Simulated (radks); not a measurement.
Values are calculated unless marked as measured or tabulated.
Isoelectronic series with 10 electrons, each ion in its NIST ground configuration. Code: a radial shooting solver on a logarithmic mesh with Libxc functionals. Model: non-relativistic Kohn-Sham, r2SCAN, spin-polarised, spherical densities, point nucleus; meta-GGA in the generalised Kohn-Sham scheme. Total energies (hartree) and orbital eigenvalues (hartree):

| ion | configuration | E (hartree) | 2p | 2s | 1s |
|---|---|---|---|---|---|
| Ne | [Ne] | -128.93484 | -0.51382 | -1.40593 | -30.74668 |
| Al3+ | [Ne] | -240.39367 | -3.88573 | -5.34969 | -57.08163 |
| S6+ | [Ne] | -387.96486 | -9.57366 | -11.61853 | -92.51072 |
| K9+ | [Ne] | -571.57962 | -17.53291 | -20.16026 | -136.9748 |
| Ti12+ | [Ne] | -791.21657 | -27.75238 | -30.96241 | -190.4568 |
| Mn15+ | [Ne] | -1046.86647 | -40.22762 | -44.02023 | -252.9494 |
| Ni18+ | [Ne] | -1338.52460 | -54.95646 | -59.33148 | -324.4489 |
| Ga21+ | [Ne] | -1666.18830 | -71.93770 | -76.89496 | -404.9530 |
| Se24+ | [Ne] | -2029.85592 | -91.17062 | -96.70997 | -494.4604 |
| Rb27+ | [Ne] | -2429.52644 | -112.6548 | -118.7761 | -592.9703 |
| Zr30+ | [Ne] | -2865.19914 | -136.3898 | -143.0930 | -700.4821 |
| Tc33+ | [Ne] | -3336.87352 | -162.3756 | -169.6606 | -816.9953 |
